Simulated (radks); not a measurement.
Species: the hafnium ion Hf3+. Configuration: [Xe] 4f11 6s0.5 6p3.5 (fractional occupations, a model configuration). Calculated with a radial shooting solver on a logarithmic mesh with Libxc functionals: Dirac Kohn-Sham, PBE, spin-unpolarised, spherical densities, finite nucleus; open shells fill j = l - 1/2 first; Fermi nuclear charge, rms radius 5.347 fm. Some entries of the table are withheld. Estimate them.

orbital  occ.  eigenvalue (eV)  r(max) (bohr)  <r^2> (bohr^2)
1s1/2       2        -65253.58        0.01190       0.0004952
2s1/2       2        -11218.48        0.06826        0.007586
2p1/2       2        -10719.34        0.05092        0.005434
2p3/2       4        -9527.896        0.05755        0.006641
3s1/2       2        -2619.970         0.1924         0.04970
3p1/2       2        -2398.314         0.1804         0.04572
3p3/2       4        -2143.063         0.1941         0.05238
3d3/2       4        -1767.156         0.1525         0.04082
3d5/2       6        -1711.525         0.1562         0.04266
4s1/2       2        -590.1838         0.4371          0.2453
4p1/2       2        -499.1123         0.4373          0.2534
4p3/2       4        -439.7757         0.4659          0.2884
4d3/2       4        -289.6874         0.4635          0.3145
4d5/2       6        -278.6662         0.4725          0.3274
5s1/2       2              (1)            (2)           1.269
5p1/2       2         -97.4388            (3)           1.487
4f5/2       6         -91.7639         0.4411          0.4437
4f7/2       5         -89.7520         0.4456          0.4546
5p3/2       4         -87.2866            (4)           1.695
6s1/2     0.5         -36.1403          2.239           6.360
6p1/2       2         -28.5095          2.498             (5)
6p3/2     1.5         -26.6104          2.640             (6)

Answer. 
(1) 5s1/2 eigenvalue (eV): -125.9742
(2) 5s1/2 r(max) (bohr): 0.9810
(3) 5p1/2 r(max) (bohr): 1.043
(4) 5p3/2 r(max) (bohr): 1.113
(5) 6p1/2 <r^2> (bohr^2): 8.011
(6) 6p3/2 <r^2> (bohr^2): 8.889
